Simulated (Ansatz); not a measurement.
`C=N[SiH](N)F` and `N[SiH](F)CO` differ in one atom or group.

Ansatz, PBE0-D4/def2-TZVP geometries, multiplicity 1. Each molecule was computed in one conformer, which needn't be the lowest.

```json
{"property": "HOMO–LUMO gap (PBE0/def2-TZVPP) / eV", "`C=N[SiH](N)F`": "6.15"}
{"property": "size of the dipole moment (ωB97M-V/def2-TZVPP) / D", "`C=N[SiH](N)F`": "1.21"}
{"property": "HOMO–LUMO gap (PBE/def2-TZVPP) / eV", "`C=N[SiH](N)F`": "3.58"}
{"property": "LUMO energy (B3LYP/def2-TZVPP) / eV", "`C=N[SiH](N)F`": "-1.34"}
{"property": "LUMO energy (PBE0/def2-TZVPP) / eV", "`C=N[SiH](N)F`": "-1.08"}
{"property": "ideal-gas entropy at 298 K and 1 bar (rigid rotor, harmonic PBE0-D4/def2-TZVP) / J/(mol·K)", "`C=N[SiH](N)F`": "348"}
```

(1) What does the change do to each property? (Best estimate.)

Answers

(1) Ansatz gave: 
```tsv
property	`N[SiH](F)CO`	shift
HOMO–LUMO gap (PBE0/def2-TZVPP) / eV	8.31	2.16
size of the dipole moment (ωB97M-V/def2-TZVPP) / D	1.99	0.78
HOMO–LUMO gap (PBE/def2-TZVPP) / eV	5.92	2.34
LUMO energy (B3LYP/def2-TZVPP) / eV	0.13	1.47
LUMO energy (PBE0/def2-TZVPP) / eV	0.47	1.55
ideal-gas entropy at 298 K and 1 bar (rigid rotor, harmonic PBE0-D4/def2-TZVP) / J/(mol·K)	347	-1
```

With PBE0 the HOMO falls by 0.61 eV and the LUMO rises by 1.55 eV, so the gap widens by about 2.16 eV. PBE moves the HOMO by -0.57 eV and ωB97M-V by -0.71 eV. The zero-point energy changes by 30.9 kJ/mol with +3 modes. Dipoles are sizes alone; their direction can turn.

Positive LUMOs are unbound, so they and the gaps depend on the basis.

B3LYP here is the variant with VWN-RPA as its local correlation; programs differ in this.
